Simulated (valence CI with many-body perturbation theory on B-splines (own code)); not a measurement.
E1 transitions of Sr33+

Computed by relativistic CI+MBPT: three valence electrons over a frozen Dirac-Fock core [He], radial functions for each j: 11 s, 11 p, 10 d, 8 f, 5 g, 2 h, with the one-electron correlation potential Σ1 (screened to all orders), the two-electron term Σ2, the three-electron term Σ3, Breit, model QED; selected single and double excitations, second order for the rest, scaled by the run's own slope (own B-spline code, finite nucleus).

The last digits are not significant, and no measured levels were compared; by estimate large intervals hold to a few tenths of a per cent, small ones and those within an open d or f shell to about a per cent.

Lines 151 to 200 of 593 in falling wavelength, among levels below 253.94 Ry, chosen from the strongest by gf and those to the six lowest levels. Wavelengths and rates use the calculated energies. Electric multipoles are in the length gauge, E1 and E2 with the static RPA response of the core. Weak lines are less certain than strong ones. Lines between different terms over intervals too small for the method are left out, as are lines whose strength nearly cancels. Where a level lies close to another of its J and parity, the split of strength between their lines is uncertain. The highest levels of a list are the least certain.

Levels are named by their leading jj configuration (3d3/2^4 stands for four electrons in 3d with j = 3/2), which in mixed levels can hold well under half, so a name can repeat and another be missing. Letters in brackets count levels of one name in rising energy.

| λ vac (Å) | Upper | Lower | A (s⁻¹) | S (a.u.) |
| --- | --- | --- | --- | --- |
| 63.75 | (2s 2p3/2 4f5/2) J=3/2 [b] | (2s^2 4f5/2) J=5/2 | 7.68e+10 | 3.93e-02 |
| 63.74 | (2s 2p3/2 3d3/2) J=5/2 [b] | (2s^2 3d3/2) J=3/2 | 5.26e+10 | 4.03e-02 |
| 63.72 | (2s 2p3/2 4p3/2) J=3/2 [b] | (2s^2 4p3/2) J=3/2 | 7.57e+10 | 3.87e-02 |
| 63.65 | (2s 2p3/2 4s) J=3/2 [b] | (2s^2 4s) J=1/2 | 7.41e+10 | 3.77e-02 |
| 63.36 | (2s 2p3/2 4d5/2) J=3/2 [b] | (2s^2 4d5/2) J=5/2 | 8.56e+10 | 4.30e-02 |
| 63.18 | (2s 2p3/2 3d3/2) J=3/2 [b] | (2s^2 3d3/2) J=3/2 | 7.34e+10 | 3.65e-02 |
| 62.87 | (2s 2p3/2 3d5/2) J=5/2 [b] | (2s^2 3d5/2) J=5/2 | 7.63e+10 | 5.61e-02 |
| 62.81 | (2s 2p3/2 3p3/2) J=3/2 [b] | (2s^2 3p3/2) J=3/2 | 6.82e+10 | 3.34e-02 |
| 62.63 | (2s 2p3/2 3p1/2) J=3/2 [b] | (2s^2 3p1/2) J=1/2 | 6.91e+10 | 3.35e-02 |
| 62.39 | (2s 2p3/2 3s) J=3/2 [b] | (2s^2 3s) J=1/2 | 7.60e+10 | 3.64e-02 |
| 61.97 | (2p3/2^2 3p3/2) J=7/2 | (2s 2p3/2 3p3/2) J=7/2 | 3.83e+10 | 3.60e-02 |
| 61.78 | (2p3/2^2 3p1/2) J=5/2 | (2s 2p3/2 3p1/2) J=5/2 | 3.93e+10 | 2.75e-02 |
| 61.76 | (2p3/2^2 3d5/2) J=9/2 | (2s 2p3/2 3d5/2) J=9/2 | 3.42e+10 | 3.98e-02 |
| 61.60 | (2s 2p3/2 3d5/2) J=3/2 [b] | (2s^2 3d5/2) J=5/2 | 6.39e+10 | 2.95e-02 |
| 61.45 | (2s 2p1/2 2p3/2) J=3/2 [b] | (2s^2 2p1/2) J=1/2 | 6.40e+10 | 2.93e-02 |
| 61.01 | (2p3/2^2 3s) J=5/2 | (2s 2p3/2 3s) J=5/2 | 3.66e+10 | 2.46e-02 |
| 60.14 | (2p1/2 2p3/2^2) J=3/2 | (2s 2p1/2 2p3/2) J=5/2 | 8.77e+09 | 3.77e-03 |
| 59.15 | (2s 2p1/2 2p3/2) J=1/2 | (2s^2 2p1/2) J=1/2 | 1.21e+11 | 2.46e-02 |
| 58.96 | (2p1/2 2p3/2^2) J=1/2 | (2s 2p1/2 2p3/2) J=3/2 [b] | 1.10e+11 | 2.22e-02 |
| 57.80 | (2s 2p3/2^2) J=1/2 | (2s^2 2p3/2) J=3/2 | 1.02e+11 | 1.94e-02 |
| 57.46 | (2s 2p3/2^2) J=3/2 | (2s^2 2p3/2) J=3/2 | 1.51e+11 | 5.66e-02 |
| 57.06 | (2p1/2^2 2p3/2) J=3/2 | (2s 2p1/2^2) J=1/2 | 4.54e+10 | 1.66e-02 |
| 56.47 | (2p1/2 2p3/2^2) J=5/2 | (2s 2p1/2 2p3/2) J=5/2 | 3.79e+10 | 2.02e-02 |
| 54.95 | (2p1/2 2p3/2^2) J=3/2 | (2s 2p1/2 2p3/2) J=3/2 [a] | 5.15e+10 | 1.69e-02 |
| 16.70 | (2s 2p3/2 4f7/2) J=5/2 [a] | (2s 2p3/2 3d3/2) J=3/2 [b] | 5.57e+11 | 7.69e-03 |
| 16.59 | (2s 2p3/2 4f7/2) J=9/2 [b] | (2p1/2 2p3/2 3p3/2) J=7/2 | 3.48e+11 | 7.83e-03 |
| 16.25 | (2s 2p1/2 4f7/2) J=7/2 [a] | (2s 2p1/2 3d5/2) J=5/2 [b] | 1.24e+12 | 2.11e-02 |
| 16.25 | (2s 2p1/2 4f5/2) J=5/2 [a] | (2s 2p1/2 3d5/2) J=3/2 | 1.09e+12 | 1.38e-02 |
| 16.22 | (2s 2p1/2 4p3/2) J=5/2 | (2s 2p1/2 3d5/2) J=7/2 | 4.85e+11 | 6.13e-03 |
| 16.21 | (2s 2p3/2 4p3/2) J=5/2 [b] | (2s 2p3/2 3d5/2) J=7/2 [b] | 5.13e+11 | 6.47e-03 |
| 16.20 | (2s 2p3/2 4f5/2) J=3/2 [a] | (2s 2p3/2 3d5/2) J=1/2 | 8.86e+11 | 7.44e-03 |
| 16.18 | (2s 2p3/2 4s) J=5/2 | (2s 2p3/2 3p3/2) J=5/2 [a] | 5.78e+11 | 7.25e-03 |
| 16.14 | (2s 2p3/2 4f7/2) J=3/2 | (2s 2p3/2 3d5/2) J=1/2 | 1.17e+13 | 9.70e-02 |
| 16.14 | (2s 2p3/2 4f5/2) J=7/2 [b] | (2p1/2 2p3/2 3p1/2) J=5/2 | 4.53e+11 | 7.53e-03 |
| 16.13 | (2s 2p3/2 4f7/2) J=7/2 [b] | (2p1/2 2p3/2 3p1/2) J=5/2 | 5.44e+11 | 9.03e-03 |
| 16.10 | (2s 2p3/2 4p3/2) J=7/2 | (2s 2p3/2 3d5/2) J=9/2 | 4.50e+11 | 7.41e-03 |
| 16.10 | (2s 2p3/2 4s) J=3/2 [a] | (2s 2p3/2 3p3/2) J=5/2 [a] | 1.07e+12 | 8.79e-03 |
| 16.09 | (2p1/2^2 4s) J=1/2 | (2p1/2^2 3p3/2) J=3/2 | 2.32e+12 | 9.54e-03 |
| 16.08 | (2s 2p3/2 4f7/2) J=7/2 [a] | (2s 2p3/2 3d5/2) J=7/2 [a] | 2.62e+12 | 4.29e-02 |
| 16.07 | (2s 2p3/2 4f7/2) J=9/2 [a] | (2s 2p3/2 3d5/2) J=7/2 [a] | 1.77e+13 | 3.62e-01 |
| 16.06 | (2s 2p1/2 4s) J=1/2 [a] | (2s 2p1/2 3p3/2) J=3/2 [a] | 2.32e+12 | 9.47e-03 |
| 16.05 | (2s 2p1/2 4s) J=1/2 [b] | (2s 2p1/2 3p3/2) J=3/2 [b] | 1.52e+12 | 6.19e-03 |
| 16.04 | (2s 2p1/2 4f5/2) J=7/2 | (2s 2p1/2 3d5/2) J=5/2 [b] | 1.71e+12 | 2.79e-02 |
| 16.03 | (2s 2p1/2 4s) J=3/2 | (2s 2p1/2 3p3/2) J=5/2 | 1.82e+12 | 1.48e-02 |
| 16.02 | (2s 2p1/2 4f5/2) J=5/2 [b] | (2s 2p1/2 3d5/2) J=5/2 [b] | 5.79e+11 | 7.06e-03 |
| 16.00 | (2s 2p1/2 4f5/2) J=5/2 [a] | (2s 2p1/2 3d3/2) J=3/2 [b] | 1.46e+12 | 1.77e-02 |
| 16.00 | (2s 2p1/2 4f7/2) J=5/2 | (2s 2p1/2 3d5/2) J=5/2 [b] | 1.16e+12 | 1.41e-02 |
| 15.99 | (2s 2p3/2 4f5/2) J=5/2 [a] | (2s 2p3/2 3d5/2) J=3/2 [a] | 1.12e+12 | 1.36e-02 |
| 15.99 | (2s 2p1/2 4f7/2) J=7/2 [b] | (2s 2p1/2 3d5/2) J=5/2 [b] | 1.48e+13 | 2.38e-01 |
| 15.97 | (2s^2 4s) J=1/2 | (2s^2 3p3/2) J=3/2 | 2.32e+12 | 9.32e-03 |
